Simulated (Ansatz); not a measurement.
`[F][GeH]([Cl])[GeH3]`. The species carries charge 0 and has multiplicity 1. Geometry: relaxed with PBE0-D4/def2-TZVP.

```xyz
8

F     0.726    0.590   -2.150
Ge    1.016    0.045   -0.524
Cl    1.656   -1.998   -0.712
Ge   -1.091    0.120    0.672
H     2.224    0.854   -0.027
H    -1.583    1.571    0.734
H    -2.091   -0.761   -0.082
H    -0.857   -0.420    2.088
```

What is the dipole moment at r2SCAN/def2-TZVPP? (Estimate.)

The calculation gave: 2.74 D, with components (-0.99, 1.03, 2.35) D in this frame, pointing from negative to positive charge.

And with PBE, B3LYP, ωB97M-V? (Best estimate.)

Ansatz gave: PBE 2.64 D, B3LYP 2.80 D, ωB97M-V 2.84 D.

Give the Mulliken charges with r2SCAN, ωB97M-V, PBE in def2-TZVPP. (Estimate.)

The calculation gave: 
```
atom  r2SCAN  ωB97M-V    PBE
  F1   -0.37    -0.37  -0.33
 Ge2    0.61     0.55   0.57
 Cl3   -0.31    -0.27  -0.28
 Ge4    0.03    -0.06   0.00
  H5   -0.01     0.02  -0.01
  H6    0.01     0.04   0.01
  H7    0.02     0.05   0.02
  H8    0.01     0.04   0.02
```

B3LYP here is the variant with VWN-RPA as its local correlation; programs differ in this.
